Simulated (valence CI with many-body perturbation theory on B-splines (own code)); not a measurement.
# Gd⁵⁸⁺: electric-dipole lines

Method: configuration interaction combined with many-body perturbation theory (CI+MBPT): four valence electrons over a frozen Dirac-Fock core [He], a basis of 11 s, 11 p, 9 d, 7 f, 5 g, 2 h, 1 i functions for each j, with the one-electron correlation potential Σ1, the two-electron term Σ2, the three-electron term Σ3, Breit, model QED; selected CI, second order for the rest (own B-spline code, finite nucleus).

No measured spectrum was set against this ion. As an estimate, large intervals hold to a few tenths of a per cent, small ones and those within an open d or f shell to about a per cent. Among the levels kept, up to 270 cm⁻¹ of a level comes from second order outside the variational space, and about a tenth of that is noise between levels of different J, which matters for small intervals.

Lines 151 to 200 of 252 in falling wavelength, among levels below 8844.8 eV, chosen from the strongest by gf and those to the six lowest levels. Wavelengths and rates use the calculated energies. Electric multipoles are in the length gauge, E1 and E2 with the static RPA response of the core. Weak lines are less certain than strong ones. Lines between different terms over intervals too small for the method are left out, as are lines whose strength nearly cancels. The highest levels of a list are the least certain.

Levels are named by their leading jj configuration (3d3/2^4 stands for four electrons in 3d with j = 3/2), which in mixed levels can hold well under half, so a name can repeat and another be missing. Letters in brackets count levels of one name in rising energy.

```csv
λ vac (nm),Upper,Lower,A (s⁻¹),S (a.u.) with core polarisation,S without
0.1734,(2s 2p1/2 2p3/2 3p3/2) J=1 [a],(2s^2 2p3/2^2) J=2,2.97e+13,2.29e-04,2.29e-04
0.1733,(2s 2p1/2 2p3/2 3d3/2) J=2 [d],(2s 2p1/2 2p3/2^2) J=2 [a],7.34e+13,9.44e-04,9.44e-04
0.1733,(2s^2 2p3/2 3d5/2) J=1,(2s^2 2p3/2^2) J=2,4.15e+13,3.20e-04,3.20e-04
0.1731,(2s 2p1/2 2p3/2 3p3/2) J=2 [a],(2s^2 2p3/2^2) J=2,3.04e+12,3.89e-05,3.89e-05
0.1728,(2s 2p1/2 2p3/2 3p3/2) J=2 [b],(2s^2 2p3/2^2) J=2,4.73e+12,6.01e-05,6.02e-05
0.1721,(2s 2p1/2 2p3/2 3p3/2) J=3 [b],(2s^2 2p3/2^2) J=2,9.62e+12,1.69e-04,1.70e-04
0.1721,(2s 2p1/2 2p3/2 3p3/2) J=2 [c],(2s^2 2p3/2^2) J=2,9.36e+11,1.18e-05,1.18e-05
0.1716,(2s 2p1/2^2 3p3/2) J=2,(2s^2 2p1/2 2p3/2) J=1,1.39e+13,1.73e-04,1.73e-04
0.1710,(2s 2p1/2 2p3/2 3p3/2) J=3 [c],(2s^2 2p3/2^2) J=2,6.93e+12,1.20e-04,1.20e-04
0.1707,(2s 2p1/2 2p3/2 3p3/2) J=2 [e],(2s^2 2p3/2^2) J=2,1.87e+12,2.30e-05,2.30e-05
0.1686,(2s 2p1/2 2p3/2 3s) J=2 [b],(2s 2p1/2^2 2p3/2) J=1,4.36e+12,5.16e-05,5.15e-05
0.1682,(2s 2p1/2 2p3/2 3s) J=2 [a],(2s 2p1/2^2 2p3/2) J=2,2.06e+13,2.42e-04,2.41e-04
0.1677,(2s 2p1/2 2p3/2 3s) J=1 [a],(2s 2p1/2^2 2p3/2) J=2,2.15e+13,1.50e-04,1.50e-04
0.1676,(2s 2p1/2 2p3/2 3s) J=1 [b],(2s 2p1/2^2 2p3/2) J=1,2.60e+13,1.81e-04,1.81e-04
0.1676,(2s 2p1/2 2p3/2 3s) J=0,(2s 2p1/2^2 2p3/2) J=1,2.89e+13,6.71e-05,6.69e-05
0.1674,(2s 2p1/2 2p3/2 3s) J=3,(2s 2p1/2^2 2p3/2) J=2,2.75e+13,4.46e-04,4.44e-04
0.1674,(2s 2p1/2 2p3/2 3s) J=2 [c],(2s 2p1/2^2 2p3/2) J=1,1.82e+13,2.11e-04,2.10e-04
0.1669,(2s^2 2p1/2 3s) J=1,(2s^2 2p1/2^2) J=0,3.02e+13,2.08e-04,2.07e-04
0.1669,(2s 2p1/2 2p3/2 3s) J=2 [b],(2s 2p1/2^2 2p3/2) J=2,1.05e+13,1.20e-04,1.20e-04
0.1667,(2s^2 2p3/2 3p3/2) J=1,(2s 2p1/2^2 2p3/2) J=1,9.66e+12,6.62e-05,6.61e-05
0.1666,(2s^2 2p3/2 3s) J=2,(2s^2 2p1/2 2p3/2) J=2,1.84e+13,2.10e-04,2.09e-04
0.1665,(2s^2 2p3/2 3s) J=1,(2s^2 2p1/2 2p3/2) J=2,2.84e+13,1.94e-04,1.93e-04
0.1663,(2s^2 2p3/2 3s) J=2,(2s^2 2p1/2 2p3/2) J=1,1.26e+13,1.43e-04,1.43e-04
0.1661,(2s^2 2p3/2 3p3/2) J=2,(2s 2p1/2^2 2p3/2) J=1,4.34e+12,4.91e-05,4.90e-05
0.1661,(2s^2 2p3/2 3s) J=1,(2s^2 2p1/2 2p3/2) J=1,7.36e+12,5.00e-05,4.98e-05
0.1656,(2s^2 2p3/2 3p3/2) J=0,(2s 2p1/2^2 2p3/2) J=1,6.10e+12,1.37e-05,1.37e-05
0.1651,(2s^2 2p3/2 3p3/2) J=3,(2s 2p1/2^2 2p3/2) J=2,4.38e+12,6.81e-05,6.79e-05
0.1645,(2s^2 2p3/2 3p3/2) J=2,(2s 2p1/2^2 2p3/2) J=2,2.43e+12,2.67e-05,2.66e-05
0.1617,(2s 2p1/2 2p3/2 3p1/2) J=1 [a],(2s^2 2p1/2 2p3/2) J=2,2.15e+13,1.34e-04,1.34e-04
0.1613,(2s 2p1/2 2p3/2 3p1/2) J=1 [a],(2s^2 2p1/2 2p3/2) J=1,7.17e+13,4.46e-04,4.46e-04
0.1611,(2s 2p1/2 2p3/2 3p1/2) J=2 [a],(2s^2 2p1/2 2p3/2) J=1,1.83e+14,1.89e-03,1.89e-03
0.1611,(2p1/2^2 2p3/2 3p1/2) J=1,(2s 2p1/2^2 2p3/2) J=1,9.28e+13,5.75e-04,5.75e-04
0.1611,(2p1/2^2 2p3/2 3p1/2) J=2,(2s 2p1/2^2 2p3/2) J=1,2.15e+14,2.22e-03,2.22e-03
0.1609,(2s 2p1/2 2p3/2 3p1/2) J=3,(2s^2 2p1/2 2p3/2) J=2,2.81e+14,4.05e-03,4.05e-03
0.1607,(2s 2p1/2^2 3p1/2) J=1,(2s^2 2p1/2^2) J=0,3.43e+14,2.11e-03,2.11e-03
0.1606,(2s 2p1/2 2p3/2 3d3/2) J=2 [b],(2s 2p1/2^2 2p3/2) J=1,1.06e+14,1.09e-03,1.09e-03
0.1604,(2s 2p1/2 2p3/2 3d3/2) J=1 [b],(2s 2p1/2^2 2p3/2) J=1,2.56e+13,1.57e-04,1.57e-04
0.1604,(2s 2p1/2 2p3/2 3d5/2) J=2,(2s 2p1/2^2 2p3/2) J=1,1.21e+12,1.23e-05,1.24e-05
0.1603,(2s 2p1/2 2p3/2 3d3/2) J=2 [a],(2s 2p1/2^2 2p3/2) J=2,2.11e+14,2.14e-03,2.14e-03
0.1603,(2s 2p1/2 2p3/2 3d3/2) J=1 [a],(2s 2p1/2^2 2p3/2) J=2,8.92e+13,5.44e-04,5.44e-04
0.1603,(2s 2p1/2 2p3/2 3p1/2) J=2 [b],(2s^2 2p1/2 2p3/2) J=2,1.46e+14,1.48e-03,1.48e-03
0.1601,(2s 2p1/2 2p3/2 3d3/2) J=3 [a],(2s 2p1/2^2 2p3/2) J=2,2.26e+14,3.20e-03,3.20e-03
0.1601,(2s 2p1/2 2p3/2 3d5/2) J=1 [a],(2s 2p1/2^2 2p3/2) J=1,1.02e+14,6.17e-04,6.18e-04
0.1599,(2s 2p1/2 2p3/2 3d3/2) J=2 [c],(2s 2p1/2^2 2p3/2) J=1,1.41e+12,1.42e-05,1.42e-05
0.1599,(2s 2p1/2 2p3/2 3p1/2) J=2 [b],(2s^2 2p1/2 2p3/2) J=1,1.48e+13,1.49e-04,1.49e-04
0.1597,(2s 2p1/2 2p3/2 3p1/2) J=1 [b],(2s^2 2p1/2 2p3/2) J=2,8.42e+13,5.07e-04,5.07e-04
0.1596,(2s 2p1/2 2p3/2 3p1/2) J=2 [c],(2s^2 2p1/2 2p3/2) J=2,1.59e+14,1.60e-03,1.60e-03
0.1596,(2s 2p1/2 2p3/2 3d3/2) J=1 [c],(2s 2p1/2^2 2p3/2) J=1,1.17e+13,7.02e-05,7.02e-05
0.1596,(2p1/2^2 2p3/2 3p1/2) J=1,(2s 2p1/2^2 2p3/2) J=2,9.00e+14,5.42e-03,5.42e-03
0.1596,(2p1/2^2 2p3/2 3p1/2) J=2,(2s 2p1/2^2 2p3/2) J=2,7.08e+14,7.10e-03,7.10e-03
```
